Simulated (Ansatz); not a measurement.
Spectroscopic constants of IrC, multiplicity 2 (the spin of the measured ground state). No spin–orbit coupling.

D_e counts from the fitted minimum to each atom's lowest state at the same level, without counterpoise.

The values were computed with Ansatz (a first-principles code) with Gaussian orbitals. Values without a source in brackets are computed. In def2 rows elements past Kr take small-core potentials, without spin–orbit coupling.

Problem. One of these levels gives 8.975 eV for the bond energy D_e. Name it.
(A) SVWN5/def2-TZVPP
(B) BHLYP/def2-TZVPP
(C) r2SCAN/def2-TZVPP
(D) PBE/def2-TZVPP

Solution. A, SVWN5/def2-TZVPP. The others give 7.699 (PBE/def2-TZVPP), 6.839 (r2SCAN/def2-TZVPP), 5.325 (BHLYP/def2-TZVPP)
